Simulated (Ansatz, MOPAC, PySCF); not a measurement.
Constitutional and geometric isomers with formula CH2OSi. Isolated molecules, 0 K electronic values unless said otherwise. Strings in code marks are SMILES.

Quantity: vertical ionisation energy (energy after one electron is removed minus that of the parent at the parent's geometry), in eV.

Level 1: PBE/6-31G* // PBE0-D4/def2-TZVP (PySCF)
Level 2: minus the HOMO energy of PM3 // PBE0-D4/def2-TZVP (MOPAC)
Level 3: minus the HOMO energy of PM6 // PBE0-D4/def2-TZVP (MOPAC)
Level 4: HF/cc-pVTZ // PBE0-D4/def2-TZVP (Ansatz, a quantum-chemistry and plane-wave program)

```json
[
 {"species": "`O=C=[SiH2]`", "level 1": "8.96", "level 2": "8.09", "level 3": "7.87", "level 4": "7.86"}
]
```
